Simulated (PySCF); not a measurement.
## Adding and removing an electron: HgBi

PBE0; basis Hg def2-SVP with ECP60, Bi def2-SVP with ECP60; scalar-relativistic core potentials; PySCF 2.14. Neutral (UKS): quartet (σ ↑, π ↑↑), Re = 3.566 Å, ωe = 25.4 cm⁻¹, De = 0.05 eV, HOMO -5.75 eV, LUMO -2.55 eV.

HgBi⁺ (UKS): triplet (π ↑↑), Re = 2.881 Å, ωe = 107 cm⁻¹. The energies at the minima are -368.12563 hartree for HgBi and -367.85857 for HgBi⁺.

Work out the adiabatic ionisation energy, without and with harmonic zero-point energies (1 hartree = 27.2114 eV, 1 eV = 8065.5 cm⁻¹), and the change of the bond length.

At PBE0: 0.26706 hartree = 7.267 eV between the minima; the zero-point term (107.0 − 25.4)/2 cm⁻¹ = +0.005 eV makes it 7.272 eV. Re changes by -68.5 pm against the neutral. The electron leaves a σ orbital, and the shorter bond of the ion fits an antibonding orbital, or a change in how ionic the bond is.

Weak bonds: HgBi. Basis-set superposition, not corrected here, can be much of De in a small basis, most of all at correlated wavefunction levels. These are scalar-relativistic numbers at best; spin–orbit coupling would shift them, the dissociation energy most. States were picked by a PBE0 search and need not be the measured ground states.
